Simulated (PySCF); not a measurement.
**UHF on Sc⁺ (scandium, charge +1)**

Configuration: [Ar] 3d1 4s1, high-spin 3D determinant. Calculation: PySCF 2.14, in aug-cc-pwCVTZ-DK; scalar relativity by spin-free X2C-1e.

| Item | Value |
| --- | --- |
| Total energy | -763.087920 hartree |
| One-electron energy | -1039.6924 hartree |
| Hartree (Coulomb) energy | 314.8430 hartree |
| Exchange energy | -38.2386 hartree |
| ⟨S²⟩ | 2.0021 |
| ⟨L²⟩ | 6.024 |
| Sum of ⟨r⟩ | 16.94 bohr |
| Sum of ⟨r²⟩ | 30.27 bohr² |
| Traceless quadrupole moment −½Σ⟨3z² − r²⟩ along its main axis | 0.714 e·bohr² |
| Langevin diamagnetic susceptibility | -24.0 ×10⁻⁶ cm³/mol |

| shell | electrons | mean orbital energy (hartree) | spread (hartree) | rms radius, mean of both spins (bohr) |
| --- | --- | --- | --- | --- |
| 1s α | 1 | -167.07414 | 0 | 0.0844 |
| 1s β | 1 | -167.07179 | 0 | 0.0844 |
| 2s α | 1 | -19.52100 | 0 | 0.370 |
| 2s β | 1 | -19.50356 | 0 | 0.370 |
| 2p α | 3 | -15.94394 | 0.00206 | 0.340 |
| 2p β | 3 | -15.92987 | 0.01762 | 0.340 |
| 3s α | 1 | -2.87402 | 0 | 1.15 |
| 3s β | 1 | -2.80669 | 0 | 1.15 |
| 3p α | 3 | -1.86339 | 0.04040 | 1.27 |
| 3p β | 3 | -1.78879 | 0.05649 | 1.27 |
| 3d α | 1 | -0.60251 | 0 | 1.85 |
| 4s α | 1 | -0.45180 | 0 | 3.68 |

Densities and radii are taken from the X2C orbitals without a picture-change correction, which distorts them close to the nucleus.

Spin-orbit constants ζ (cm⁻¹) from the X2C one-electron operator on these orbitals: bare nucleus, nucleus screened by l(l+1)(2l+1)/3 electrons, and screened by the Breit-Pauli mean field of the electrons.

| shell | bare | screened nucleus | mean field |
| --- | --- | --- | --- |
| 2p | 26910 | 24350 | n/a |
| 3p | 2769 | 2505 | n/a |
| 3d | 178.0 | 93.24 | n/a |

To first order the Landé constant is A = 46.62 cm⁻¹, so the lowest level has J = 1 and lies 0.0173 eV below the centre of the term. This holds in LS coupling only.
